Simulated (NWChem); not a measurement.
CH4GeO2; SMILES C(=O)[O][GeH3]

```xyz
8

O      0.9010     1.8451     0.0000
C     -0.2998     1.7647     0.0000
O     -0.9751     0.6324     0.0000
Ge     0.0743    -0.8866     0.0000
H     -0.9792     2.6442     0.0000
H      0.9115    -0.8980    -1.2808
H      0.9115    -0.8980     1.2808
H     -1.0049    -1.9739     0.0000
```
Atoms are numbered in this order, from 1.

Level: PBE0/def2-SVP (NWChem), optimised geometry, unscaled harmonic frequencies. 

```csv
frequency (cm⁻¹),IR intensity (km/mol)
145,13.8
183,0.0
271,16.9
553,27.3
610,44.1
632,46.0
828,54.2
847,148.2
870,30.5
881,52.6
1060,0.2
1277,285.9
1386,23.6
1846,284.9
2202,29.0
2213,98.9
2216,94.9
3055,65.9
```

```json
{
  "zero_point_energy": "30.1 kcal/mol",
  "thermal correction to the enthalpy at 298.15 K (with zero-point energy)": "34.0 kcal/mol",
  "heat capacity Cv": "17.4 cal/(mol K)",
  "entropy at 298.15 K and 1 atm (symmetry number 1)": "74.6 cal/(mol K)",
  "dipole_moment": "1.74 D"
}
```

Rigid rotor and harmonic oscillator.
